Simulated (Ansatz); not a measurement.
C4H10F3NSn, SMILES `CC(C)(C)[NH][Sn]([F])([F])[F]`. The species carries charge 0 and has multiplicity 1. Sn takes the def2 core potential. Geometry: relaxed with PBE0-D4/def2-TZVP. It is one conformer, not always the lowest.

```xyz
19

C     0.938   -0.645   -0.936
C     0.127   -0.445    0.335
C    -1.255   -1.075    0.183
C     0.859   -1.060    1.525
N     0.043    1.003    0.596
Sn   -0.373    2.240   -0.895
F    -1.553    1.626   -2.256
F     1.154    2.783   -1.870
F    -1.133    3.834   -0.205
H     1.098   -1.708   -1.127
H     0.411   -0.252   -1.815
H     1.911   -0.156   -0.861
H    -1.179   -2.154    0.025
H    -1.855   -0.910    1.081
H    -1.787   -0.645   -0.670
H     0.965   -2.139    1.393
H     1.850   -0.618    1.634
H     0.303   -0.890    2.451
H    -0.522    1.210    1.412
```

**Question.** What is the dipole moment at B3LYP/def2-TZVPP? (Estimate.)

**Answer.** Ansatz gave: 4.87 D, with components (0.27, -3.97, 2.82) D in this frame, pointing from negative to positive charge.

**Question.** And with PBE, r2SCAN, ωB97M-V? (An estimate is asked.)

**Answer.** Computed: PBE 4.77 D, r2SCAN 4.86 D, ωB97M-V 4.75 D.

**Question.** Give the Mulliken charges with B3LYP, ωB97M-V, PBE in def2-TZVPP. (An estimate is asked.)

**Answer.** The calculation gave: 
```csv
atom,B3LYP,ωB97M-V,PBE
C1,-0.31,-0.34,-0.29
C2,0.28,0.03,0.26
C3,-0.28,-0.28,-0.27
C4,-0.27,-0.29,-0.26
N5,-0.47,-0.42,-0.41
Sn6,1.51,1.49,1.33
F7,-0.47,-0.46,-0.42
F8,-0.46,-0.45,-0.42
F9,-0.46,-0.45,-0.42
H10,0.08,0.11,0.08
H11,0.08,0.12,0.08
H12,0.12,0.16,0.12
H13,0.08,0.11,0.07
H14,0.08,0.11,0.07
H15,0.10,0.12,0.09
H16,0.08,0.10,0.08
H17,0.10,0.13,0.09
H18,0.08,0.11,0.08
H19,0.13,0.12,0.14
```

B3LYP here is the variant with VWN-RPA as its local correlation; programs differ in this.
